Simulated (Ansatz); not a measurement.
Q: Name a neutral molecule of C, N, Sb and H with HOMO–LUMO gap (PBE0/def2-TZVPP) between 5.15 and 5.45 eV and ideal-gas entropy at 298 K and 1 bar (rigid rotor, harmonic PBE0-D4/def2-TZVP) between 339 and 355 J/(mol·K) (Ansatz, PBE0-D4/def2-TZVP geometry).

A: `C[N](C)[SbH2]` (5.24 eV, 343 J/(mol·K)). Other molecules can fit too; these were computed, each in one conformer that needn't be the lowest.
